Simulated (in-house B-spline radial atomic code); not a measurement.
Removing one electron from Cu²⁷⁺

Closed shell 1s2. Computed with an all-electron radial atomic-structure program (B-spline basis): Koopmans values of Dirac-Hartree-Fock plus a diagonal self-energy, in second order or with its direct term screened (direct RPA, with the hole-particle interaction, or full time-dependent Hartree-Fock), linearised in energy; no-pair Dirac-Coulomb Hamiltonian, finite nucleus. Shifts add to the Koopmans value (the ΔSCF shift is orbital relaxation alone); the final value takes TDHF screening with Breit and QED.

Command:
```bash
python run_mb.py task.json out
```
Settings (nuclear radius in fm, box in bohr, cutoff in hartree):
```
basis_form          2
Z                   29
core_configuration  1s2
rms_radius          3.8823
mass_number         63
speed_of_light      137.036
box_radius          3.834
lmax                7
intervals           59
virtual_cutoff      3364.0
```

Time taken, with all properties: 0.5 s on 1 thread of Arm Neoverse V1 (shared host).

Energies in eV:

```json
{"subshell": "1s1/2", "Koopmans": "11076.50", "ΔSCF shift": "-1.571", "second order": "?", "direct RPA": "?", "hole-particle": "?", "TDHF": "?", "Breit + QED": "?", "final": "?"}
```

(1) What does the self-energy do to 1s1/2?

## Answers

(1) It shifts the removal energy by -0.416 eV in second order, -0.367 with direct RPA, -0.430 with the hole-particle term and -0.440 with TDHF screening (quasi-particle weight 1.000); Breit and QED add -14.044 eV. The final value is 11062.01 eV, against 11062.431 ± 0.0011 eV (NIST, tabulated theory). Recoil and two-electron QED terms are left out.
